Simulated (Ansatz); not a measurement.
Reaction (redistribution): `[NH2][GeH2][SiH2]F` + `ClB1CO[SiH2]1` → `F[SiH2]B1CO[SiH2]1` + `[NH2][GeH2][Cl]`

Computed with Ansatz on PBE0-D4/def2-TZVP structures; ΔE is electronic, products minus reactants. CCSD(T)/CBS adds triple-zeta CCSD(T) − MP2 to the extrapolated MP2 energy (def2 sets, frozen cores). Functionals use def2-TZVPP. B3LYP here is the variant with VWN-RPA as its local correlation; programs differ in this. For Ge outer-core shells are correlated without core-valence functions, which leaves a few kJ/mol of doubt a bond. Scalar relativity is left out up to krypton. Each species was taken in one conformer, which may not be the lowest.

Question: Is it downhill or uphill in electronic energy at CCSD(T)/CBS, and by how much? (Best estimate.)

Answer: Computed: Uphill: ΔE = +21.5 kJ/mol.

Question: What do these levels give: PBE-D4, PBE0-D4, B2PLYP, B3LYP, MP2/def2-QZVPP, MP2/CBS(def2)? (An estimate is asked.)

Answer: Ansatz gave: PBE-D4 26.1, PBE0-D4 22.2, B2PLYP 21.2, B3LYP 20.7, MP2/def2-QZVPP 23.0, MP2/CBS(def2) 23.1 kJ/mol.

Largest T1 diagnostic among the species: 0.013.

In def2-TZVPP, CCSD(T) changes the Hartree–Fock value by +16.5 kJ/mol (the triples alone add +2.5 kJ/mol) and MP2 by +18.1 kJ/mol. From PBE to PBE0 (25 % exact exchange), in def2-TZVPP and without D4, ΔE moves by −3.8 kJ/mol.
